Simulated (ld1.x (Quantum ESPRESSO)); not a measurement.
## Pt: variants of one ultrasoft potential

Base potential:

platinum (Pt), ultrasoft, made with ld1.x (Quantum ESPRESSO) 7.5 (PBE, scalar-relativistic). Core [Kr] 4d10 4f14, reference 5s2 5p6 5d9 6s1 6p0. Waves: 5s (bound): rcut 1.20, rcutus 1.50 bohr; 6s (bound): rcut 1.20, rcutus 1.50 bohr; 5p (bound): rcut 1.45, rcutus 1.65 bohr; 6p (bound, empty): rcut 1.45, rcutus 1.65 bohr; 5d (bound): rcut 1.15, rcutus 1.25 bohr; 5d channel at -0.1 Ry: rcut 1.15, rcutus 1.25 bohr. Local part: all-electron potential smoothed inside 1.25 bohr (lloc = -2). Core correction: none. Augmentation charge: PSQ, inside the norm-conserving radii.

Cutoffs, loose and tight: the cutoffs (Ry, on a coarse ladder) from which the occupation-weighted sum of valence levels, in a spherical-Bessel basis at the reference potential, stays within 10 and 1 mRy of its value at 400 Ry. They do not see the model core or the augmentation charge, which bear on the density cutoff. Test errors are all-electron minus pseudo excitation energies from the reference, over the configurations 5s2 5p6 5d9 6s0 6p0; 5s2 5p6 5d8 6s0 6p0; 5s2 5p6 5d7 6s0 6p0; 5s2 5p6 5d8 6s2 6p0; 5s2 5p6 5d10 6s0 6p0; 5s2 5p6 5d6 6s0 6p0; 5s2 5p6 5d9.5 6s0.5 6p0. A dash means not determined; rows that change the core or the reference have their own tests.

Cutoffs are not given where the Bessel-basis levels miss the radial ones by over 6 mRy, ghosts where they miss by over 20 mRy; a channel whose overlap is not positive is not tested.

A file whose overlap is not positive is unfit for use, and its test errors describe a broken file.

```tsv
change	outcome	cutoff, loose	cutoff, tight	bound ghosts	largest test error (meV)
base	generated	70 Ry	120 Ry	none	+27
local potential all-electron potential smoothed inside 0.62 bohr (lloc = -2)	generated, overlap not positive	–	–	not determined (overlap not positive)	-80
local potential all-electron potential smoothed inside 0.78 bohr (lloc = -2)	generated, overlap not positive	–	–	not determined (overlap not positive)	+25
local potential all-electron potential smoothed inside 0.92 bohr (lloc = -2)	generated, overlap not positive	–	–	not determined (overlap not positive)	+24
local potential all-electron potential smoothed inside 1.10 bohr (lloc = -2)	generated	70 Ry	120 Ry	none	+28
local potential all-electron potential smoothed inside 1.20 bohr (lloc = -2)	generated	70 Ry	120 Ry	none	+27
local potential all-electron potential smoothed inside 1.30 bohr (lloc = -2)	generated	70 Ry	120 Ry	none	+28
local potential all-electron potential smoothed inside 1.60 bohr (lloc = -2)	generated	70 Ry	120 Ry	none	+26
local potential all-electron potential smoothed inside 1.74 bohr (lloc = -2)	generated	70 Ry	120 Ry	none	+25
local potential all-electron potential smoothed inside 1.92 bohr (lloc = -2)	generated	70 Ry	120 Ry	none	+25
```

What comes out with this change to the base: local potential all-electron potential smoothed inside 1.46 bohr (lloc = -2)?

outcome: generated; cutoff, loose: 70 Ry; cutoff, tight: 120 Ry; bound ghosts: none; largest test error (meV): +32.

Reading the sweep of the rcloc (base included, trends over the rows without a ghost): The loose cutoff stays near 70 Ry. The median size of the test errors (rows with all tests solved) stays near 2.8 meV.
